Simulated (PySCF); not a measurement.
P¹³⁺ (phosphorus, charge +13) across methods

1s2, closed-shell 1S. Calculation: PySCF 2.14, in an uncontracted even-tempered set (17 s from 8.4 bohr⁻², ratio 2.2; 7 p from 13 bohr⁻², ratio 2.4; 4 d from 39 bohr⁻², ratio 2.4; 3 f from 58 bohr⁻², ratio 2.4; 3 g from 88 bohr⁻², ratio 2.4); the spin-free X2C one-electron Hamiltonian (Gaussian nucleus).

```tsv
method	E (hartree)	mean ε 1s (eV)	Σ⟨r²⟩ (bohr²)	⟨S²⟩
TPSSh	-216.4076	-2741.5	0.02794	0.000
r2SCAN	-216.4052	-2736.3	0.02795	0.000
LDA	-215.2783	-2715.3	0.02815	0.000
BHandHLYP	-216.3707	-2773.2	0.02796	0.000
PBE	-216.2256	-2725.5	0.02804	0.000
UHF	-216.35223	-2818.3	0.02788	0.000
```

(1) Estimate the same row for PBE0.

## Answers

(1) E (hartree) = -216.2688; mean ε 1s (eV) = -2748.9; Σ⟨r²⟩ (bohr²) = 0.02800; ⟨S²⟩ = 0.000.
